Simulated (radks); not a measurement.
The strontium ion Sr7+ is in [Ar] 3d10 4s2 4p1. Calculated with a radial shooting solver on a logarithmic mesh with Libxc functionals: scalar-relativistic Kohn-Sham, LDA (Slater exchange, Perdew-Wang correlation), spin-polarised, spherical densities, finite nucleus; Fermi nuclear charge, rms radius of each element as measured or else 0.836 A^(1/3) + 0.57 fm. Open shells are filled with parallel spins first. One electron is removed from 4p, 3p, 4s, 3d in turn, with full relaxation. Which removal costs least, and what does each cost?

Answer. 4p 121.06 eV; 4s 141.09 eV; 3d 253.31 eV; 3p 380.71 eV. The 4p electron leaves first.
